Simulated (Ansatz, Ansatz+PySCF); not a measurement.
```yaml
atoms:
  - { symbol: Co, position_ang: [0.0000, 0.0000, 0.0000] }
  - { symbol: C, position_ang: [0.0000, 0.0000, 1.5600] }
```

Basis set: def2-SVP (spherical functions). Charge 0, multiplicity 2.

Computed with Ansatz (development build ahead of 0.2.0); each method stands on the lowest determinant of its kind that the runs found. Restricted functionals stand beside restricted open-shell atoms, which can lie above the unrestricted atoms usual in DFT and then raise those values.

The atomization energy at this shape (free ground-state atoms in the same class of orbitals less the molecule, no zero-point energy) of doublet CoC:

| method | atomization energy |
| --- | --- |
| PBE0 (restricted open-shell) | 261.3 kJ/mol |
| UHF | -76.6 kJ/mol |
| ROHF | -604.0 kJ/mol |

(1) What does PBE0 (unrestricted) give?

Results:

(1) 283.7 kJ/mol. Caution: another spin multiplicity may lie lower. Caution for PBE0 (unrestricted): the unrestricted determinant is spin contaminated. Caution for UHF: the unrestricted determinant is a mixture of spin states. Caution for ROHF: an unrestricted determinant lies well below; no wide search was run, a lower solution can exist; the molecule lies well above its atoms at this level.
